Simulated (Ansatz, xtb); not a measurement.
**Relative energy of two isomers of C5H8O2**

Structure I: `C=C[C@@H]1O[C@@H]1OC`, a singlet. Structure II: `C=C[C@@H]1O[C@H]1OC`, a singlet. Both are isolated molecules in the gas phase, relaxed with PBE0-D3(BJ)/def2-SVP, each in the lowest conformer that the search found.

Estimate which is lower in electronic energy at CCSD(T)/def2-SVP + ΔMP2/def2-TZVPP, and by roughly how much.

CCSD(T)/def2-SVP + ΔMP2/def2-TZVPP gives E(II) − E(I) = +0.02 kcal/mol, slightly favouring structure I, which is too small a margin to settle the true order.

Level by level:

```tsv
level	geometry	E(II) − E(I) (kcal/mol)	departure from the last row (kcal/mol)	job, with rough time for the two
GFN2-xTB	GFN2-xTB	+0.08	+0.06	optimisation, 0.94 s
HF/STO-3G	GFN2-xTB	+0.36	+0.34	single point, 1.5 s
r2SCAN-D4/def2-SVP	GFN2-xTB	+0.05	+0.03	single point, 9.9 s
PBE0-D3(BJ)/def2-SVP	PBE0-D3(BJ)/def2-SVP	−0.14	−0.16	optimisation, 2.9 min
HF/def2-SVP	PBE0-D3(BJ)/def2-SVP	−0.04	−0.06	part of the CCSD(T) run
MP2/def2-SVP	PBE0-D3(BJ)/def2-SVP	−0.36	−0.38	part of the CCSD(T) run
CCSD(T)/def2-SVP	PBE0-D3(BJ)/def2-SVP	−0.30	−0.32	single point
CCSD(T)/def2-SVP + ΔMP2/def2-TZVPP	PBE0-D3(BJ)/def2-SVP	+0.02		single point, 3.8 min
```

As drawn, both hold the same kinds of bond in the same numbers.

The largest departure from CCSD(T)/def2-SVP + ΔMP2/def2-TZVPP is that of MP2/def2-SVP, 0.38 kcal/mol. The last row adds to CCSD(T) the change of the MP2 difference between the two basis sets, here +0.32 kcal/mol.

With thermal terms from frequencies at re-optimised GFN2-xTB minima (ideal gas, soft modes damped towards free rotors, one conformer each, 298.15 K, 1 atm): the zero-point term adds −0.07 kcal/mol; ΔH is 0.00 and ΔG −0.07 kcal/mol.

The correlated steps freeze 7 core orbitals. Programs: Ansatz 0.2.0, xtb 6.7.1; the last row on 2 threads of Intel(R) Xeon(R) Processor @ 2.50GHz (Skylake/Cascade Lake) on a shared host.
